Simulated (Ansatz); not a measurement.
A nudged elastic band was laid between two geometries of C$_{2}$H$_{5}$FSSi (10 atoms, charge 0, multiplicity 1).

Level of theory: RKS PBE-D4/6-31G (Ansatz).

```json
{"movable images": "5", "climbing image": "yes", "spring": "5.0 eV/Å²", "optimiser": "quadratic models (default)", "start path": "IDPP", "force threshold": "0.05 eV/Å", "iteration limit": "31", "end points": "relaxed"}
```

First end point:

```xyz
10
Properties=species:S:1:pos:R:3
F -1.019 -0.888 1.719
Si 0.190 -1.587 0.677
S 2.099 -0.621 1.569
C -0.597 -0.107 -1.415
C -0.297 1.007 -0.698
H 1.527 0.306 2.436
H -1.596 -0.556 -1.386
H 0.104 -0.533 -2.140
H -1.013 1.444 0.004
H 0.686 1.484 -0.764
```

Last end point:

```xyz
10
Properties=species:S:1:pos:R:3
F -1.406 -0.929 1.429
Si 0.177 -1.393 0.874
S 1.376 0.074 2.226
C -0.570 -0.133 -1.416
C -0.314 1.016 -0.738
H 2.624 -0.484 1.970
H -1.529 -0.651 -1.314
H 0.128 -0.537 -2.156
H -1.028 1.418 -0.013
H 0.623 1.566 -0.859
```

(1) What changes between the two ends?

(2) Give the energies along the band, and the barrier.

(3) What is the geometry of the highest image?

(4) What are the harmonic wavenumbers there?

Results:

(1) No bond is made or broken. The dihedral F1–Si2–S3–H6 goes from -9 to 169°.

(2) The forces met the threshold. The highest image is number 3 of 0 to 6, 26.2 kJ/mol above the first end and 24.3 kJ/mol above the last; the last end lies 1.9 kJ/mol above the first. A vibrational analysis at the climbing image gives one clearly imaginary mode, 280i cm⁻¹: a first-order saddle point. Limits of this set-up: no polarisation functions.

```
image  path coordinate (Å)  energy (kJ/mol)  dihedral F1–Si2–S3–H6 (°)
    0                 0.00              0.0                         -9
    1                 0.63              2.9                        -28
    2                 1.25             14.7                        -62
    3                 1.88             26.2                       -106
    4                 2.53             15.7                       -147
    5                 3.19              5.0                       -176
    6                 3.84              1.9                        169
```

(3) 
```xyz
10
Properties=species:S:1:pos:R:3
F -1.481 -1.318 1.325
Si 0.097 -1.579 0.640
S 1.461 -0.381 2.182
C -0.377 -0.170 -1.291
C -0.192 0.948 -0.520
H 1.793 0.755 1.456
H -1.369 -0.625 -1.391
H 0.380 -0.506 -2.006
H -0.984 1.329 0.130
H 0.755 1.496 -0.523
```

(4) 280i, 68, 97, 119, 178, 183, 234, 377, 442, 565, 722, 830, 946, 985, 1004, 1227, 1337, 1462, 1581, 2469, 3100, 3115, 3190, 3221 cm⁻¹.

The run took 11 min on 1 CPU thread of a shared host.
